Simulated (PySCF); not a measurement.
CClF2NOSi, SMILES Cl[Si](N=C=O)(F)F.

Geometry optimised at B3LYP-D3(BJ)/def2-SVP. This is a generated structure with no PubChem entry under its InChIKey; it may be hypothetical. The values are those of a single conformer.

Computed with TDDFT-M06-2X/def2-SVPD (PySCF).

Vertical excitations. Isolated molecule, no solvent. State labels are in the subgroup Cs.

```
state  symmetry  energy (eV)  λ (nm)      f                                                                   main pairs
-----  --------  -----------  ------  -----  ---------------------------------------------------------------------------
S1           A"         7.01     177  0.000                      HOMO→LUMO+2 38 %, HOMO−1→LUMO+1 37 %, HOMO−3→LUMO+2 6 %
S2           A"         7.49     166  0.000                                         HOMO→LUMO+2 41 %, HOMO−1→LUMO+1 40 %
S3           A'         7.49     165  0.002                                         HOMO−1→LUMO+2 41 %, HOMO→LUMO+1 40 %
S4           A'         8.32     149  0.023                                                               HOMO→LUMO 84 %
S5           A"         8.44     147  0.000                                                             HOMO−1→LUMO 81 %
S6           A"         8.84     140  0.038                      HOMO−2→LUMO 44 %, HOMO−2→LUMO+1 27 %, HOMO−1→LUMO+3 8 %
S7           A'         8.85     140  0.092     HOMO−3→LUMO 31 %, HOMO→LUMO+3 20 %, HOMO−3→LUMO+1 16 %, HOMO→LUMO+1 15 %
S8           A"         9.54     130  0.000                                         HOMO−3→LUMO+2 64 %, HOMO→LUMO+2 14 %
S9           A'         9.68     128  0.002                     HOMO−2→LUMO+2 42 %, HOMO−3→LUMO+1 20 %, HOMO→LUMO+3 16 %
S10          A"         9.71     128  0.007  HOMO−2→LUMO+1 45 %, HOMO−2→LUMO 16 %, HOMO−1→LUMO+3 11 %, HOMO−2→LUMO+3 7 %
T1           A'         6.65     186      0                      HOMO→LUMO+1 39 %, HOMO−1→LUMO+2 32 %, HOMO−3→LUMO+1 6 %
T2           A"         7.07     175      0                                         HOMO−1→LUMO+1 40 %, HOMO→LUMO+2 35 %
T3           A'         7.07     175      0                                         HOMO−1→LUMO+2 47 %, HOMO→LUMO+1 30 %
T4           A"         7.10     175      0                                         HOMO→LUMO+2 41 %, HOMO−1→LUMO+1 35 %
```
Triplets are in the Tamm–Dancoff approximation, which puts them higher than full response would, so one can lie above its singlet here.
